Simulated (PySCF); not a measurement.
Choosing a molecule for a target property.

All species are isolated and taken at one optimised geometry, non-relativistic unless stated. Electronic properties by PySCF.

Dipoles, sizes and rotational constants follow the conformer. The torsions of the flexible species, by atom-mapped SMILES:
- `[N:1]#[C:2][Si@@H:3]1[CH2:4][CH2:5][C@:6]12[CH2:7][C@H:8]2[OH:9]`: H–O9–C8–C7 31°
- `[CH3:1][Si@@H:2]1[SiH2:3][Si@H:4]([CH3:5])[Si@@:6]1([NH2:7])[PH2:8]`: H–N7–Si6–Si4 -59°, H–N7–Si6–Si4 155°, H–P8–Si6–Si4 -31°, H–P8–Si6–Si4 61°
- `[CH:1]#[C:2][C@H:3](/[CH:4]=[CH:5]\[SiH3:6])[NH:7][CH:8]=[O:9]`: C2–C3–C4–C5 126°, C2–C3–N7–C8 -132°, C3–N7–C8–O9 1°
- `[SiH3:1][CH2:2]/[CH:3]=[N:4]\[c:5]1[cH:6][cH:7][cH:8][o:9]1`: Si1–C2–C3–N4 72°, C3–N4–C5–C6 172°
- `[CH3:1][Si@@H:2]1[SiH2:3][Si@@H:4]([CH3:5])[Si:6]1([NH2:7])[PH2:8]`: H–N7–Si6–Si4 163°, H–N7–Si6–Si4 -63°, H–P8–Si6–Si4 -70°, H–P8–Si6–Si4 22°

**Question.** Wanted: dipole moment below 1.7 D (PBE0/pcSseg-1) and HOMO energy above -6.5 eV (PBE0/pcSseg-1), at GFN2-xTB geometries. Which candidate meets both?
A. `C#C[C@H](/C=C\[SiH3])NC=O`
B. `N#C[Si@@H]1CC[C@]12C[C@H]2O`
C. `C[Si]1(C)CC(C#N)=CO1`
D. `[Si@@H]1(C)[SiH2][Si@H]([Si]1(P)N)C`
E. `C[Si@@H]1[SiH2][Si@H](C)[Si@@]1(N)P`
F. `[SiH3]C/C=N\c1ccco1`

**Answer.** F. Computed values:
```csv
species,dipole moment,HOMO energy
[Si@@H]1(C)[SiH2][Si@H]([Si]1(P)N)C,0.85 D,-6.65 eV
[SiH3]C/C=N\c1ccco1,1.48 D,-6.18 eV
C[Si@@H]1[SiH2][Si@H](C)[Si@@]1(N)P,1.83 D,-6.41 eV
N#C[Si@@H]1CC[C@]12C[C@H]2O,3.14 D,-7.16 eV
C#C[C@H](/C=C\[SiH3])NC=O,3.76 D,-7.59 eV
C[Si]1(C)CC(C#N)=CO1,5.51 D,-6.95 eV
```
